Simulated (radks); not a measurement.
Results of a calculation; reference values are marked as such.
Species: Ge4-. Configuration: [Kr]. Code: a radial shooting solver on a logarithmic mesh with Libxc functionals. Model: scalar-relativistic Kohn-Sham, LDA (Slater exchange, Perdew-Wang correlation), spin-polarised, spherical densities, finite nucleus; Fermi nuclear charge, rms radius 4.0742 fm; Watson sphere of charge +4 and radius 4.28 bohr.

Radial electron density D(r) = 4 pi r^2 rho(r):

```
   r/bohr * D(r) (the largest magnitude, 44.7, reaches the edge; | marks zero)
 0.002413 | *
 0.003193 |  *
 0.004259 |    *
 0.005681 |        *
 0.007577 |            *
  0.01002 |                   *
  0.01337 |                           *
  0.01783 |                                    *
  0.02379 |                                            *
  0.03147 |                                               *
  0.04198 |                                             *
  0.05598 |                                        *
  0.07467 |                                      *
   0.0988 |                                             *
   0.1318 |                                                      *
   0.1758 |                                                    *
   0.2344 |                                      *
   0.3102 |                           *
   0.4137 |                               *
   0.5517 |                                  *
   0.7359 |                        *
   0.9737 |            *
    1.299 |    *
    1.732 |  *
     2.31 |  *
    3.057 | *
    4.077 | *
    5.438 |*
    7.252 *
    9.596 *
     12.8 *
```

D(r) has 3 maxima, at r = 0.0330, 0.149, 0.518 bohr, and minima at 0.0695, 0.325 bohr, inside which lie 2.08, 10.95 electrons.
